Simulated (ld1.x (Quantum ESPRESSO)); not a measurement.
Building the RRKJ potential for Tc (Z = 43) (LDA (PZ), scalar-relativistic).

* Element: Tc (Z = 43)
* Generator: ld1.x (Quantum ESPRESSO) 7.5
* Type: norm-conserving RRKJ (Kleinman–Bylander form)
* Functional: LDA (PZ)
* Relativity: scalar-relativistic
* Frozen core: [Kr]
* Valence charge: 7
* Reference configuration: 4d5 5s1 5p0 (charge +1)
* Partial waves: 5p (bound, empty): rc 2.75 bohr; 4d (bound): rc 1.50 bohr; 4f channel at 0.3 Ry: rc 2.20 bohr; 5s (bound): rc 2.45 bohr
* Local potential: the s channel
* Core correction: a·sin(br)/r model core inside 0.80 bohr
* rho0: 0.02

All-electron outer shells of the reference configuration (LDA (PZ), scalar-relativistic, ld1.x):

| shell | level (eV) | outermost node (bohr) | outermost maximum (bohr) |
| --- | --- | --- | --- |
| 4p | -53.04 | 0.51 | 1.03 |
| 4d | -14.31 | 0.50 | 1.27 |
| 5s | -11.73 | 1.27 | 2.62 |
| 5p | -7.09 | 1.44 | 3.24 |

What the tests gave:

* Cutoffs needed: 45 Ry and 70 Ry (the cutoffs (Ry, on a coarse ladder) from which the occupation-weighted sum of valence levels, in a spherical-Bessel basis at the reference potential, stays within 10 and 1 mRy of its value at 400 Ry)
* Ghost test: no extra level below or beside the all-electron valence levels (p, d, f, s tested) (spherical-Bessel basis up to 400 Ry, 20 bohr box)
* Largest excitation error: -233 meV (all-electron minus pseudo) for 4d4 5s0 5p0, out of 7 test configurations

Generation and tests took about 2.2 s on one core of a shared server CPU.
